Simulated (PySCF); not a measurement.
Vertical excitations of a molecule CH5F2NSi from TDA-PBE0/def2-SVPD run with PySCF 2.14.0, as energy in eV (oscillator strength): 6.33 (0.017), 7.20 (0.018), 7.55 (0.015), 7.80 (0.036), 7.89 (0.007), 8.11 (0.048), 8.25 (0.021), 8.52 (0.023), 8.65 (0.046), 8.72 (0.015). Lowest triplet (TDA): 5.92 eV. The structure is a stationary point at ωB97X-D3(BJ)/def2-SVP. One conformer was computed; it need not be the lowest.

Problem. Which structure fits?
A) NC[SiH](F)F
B) CN[SiH](F)F
C) N[Si@@H](F)CF
D) N[SiH2]C(F)F

Solution. D, N[SiH2]C(F)F
